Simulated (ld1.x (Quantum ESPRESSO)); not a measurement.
Reading a pseudo-wave (Ge (Z = 32))

Columns: radius, all-electron u(r) and pseudo u(r) of the 4s shell (level -11.95 eV) of germanium in the configuration [Ar] 3d10 4s2 4p2; LDA (PZ), scalar-relativistic, TM semilocal scheme, ld1.x (Quantum ESPRESSO) 7.5.

```json
{"r (bohr)": "0.118", "all-electron": "-0.1981", "pseudo": "-0.0244"}
{"r (bohr)": "0.235", "all-electron": "-0.0426", "pseudo": "-0.0507"}
{"r (bohr)": "0.353", "all-electron": "0.2553", "pseudo": "-0.0815"}
{"r (bohr)": "0.470", "all-electron": "0.3518", "pseudo": "-0.1190"}
{"r (bohr)": "0.588", "all-electron": "0.2720", "pseudo": "-0.1662"}
{"r (bohr)": "0.705", "all-electron": "0.1048", "pseudo": "-0.2248"}
{"r (bohr)": "0.822", "all-electron": "-0.0865", "pseudo": "-0.2961"}
{"r (bohr)": "0.940", "all-electron": "-0.2684", "pseudo": "-0.3798"}
{"r (bohr)": "1.058", "all-electron": "-0.4232", "pseudo": "-0.4705"}
{"r (bohr)": "1.175", "all-electron": "-0.5451", "pseudo": "-0.5594"}
{"r (bohr)": "1.292", "all-electron": "-0.6358", "pseudo": "-0.6378"}
{"r (bohr)": "1.410", "all-electron": "-0.6992", "pseudo": "-0.6987"}
{"r (bohr)": "1.528", "all-electron": "-0.7383", "pseudo": "-0.7380"}
{"r (bohr)": "1.645", "all-electron": "-0.7573", "pseudo": "-0.7573"}
{"r (bohr)": "1.763", "all-electron": "-0.7605", "pseudo": "-0.7605"}
{"r (bohr)": "1.880", "all-electron": "-0.7514", "pseudo": "-0.7514"}
{"r (bohr)": "1.998", "all-electron": "-0.7326", "pseudo": "-0.7326"}
{"r (bohr)": "2.115", "all-electron": "-0.7071", "pseudo": "-0.7071"}
{"r (bohr)": "2.232", "all-electron": "-0.6766", "pseudo": "-0.6766"}
{"r (bohr)": "2.350", "all-electron": "-0.6427", "pseudo": "-0.6427"}
{"r (bohr)": "2.468", "all-electron": "-0.6067", "pseudo": "-0.6067"}
{"r (bohr)": "2.585", "all-electron": "-0.5701", "pseudo": "-0.5701"}
{"r (bohr)": "2.702", "all-electron": "-0.5334", "pseudo": "-0.5334"}
{"r (bohr)": "2.820", "all-electron": "-0.4968", "pseudo": "-0.4968"}
{"r (bohr)": "2.938", "all-electron": "-0.4613", "pseudo": "-0.4613"}
{"r (bohr)": "3.055", "all-electron": "-0.4273", "pseudo": "-0.4273"}
```

**Question.** How many radial nodes do the two functions have?

**Answer.** The all-electron 4s function has n − l − 1 = 3 (the table is too coarse to show those close to the nucleus); the pseudo-wave has 0, since the states of the same l below it are removed with the core.

**Question.** At about which radius was the pseudo-wave matched?

**Answer.** 1.75 bohr. The columns agree to 0.0005 from 1.53 bohr on; several derivatives are matched, so the curves merge somewhat inside the radius.

**Question.** Is the pseudo-wave norm-conserving?

**Answer.** Yes: the TM semilocal scheme keeps the norm inside the radius equal to the all-electron one, which fixes the energy derivative of the logarithmic derivative at the level.
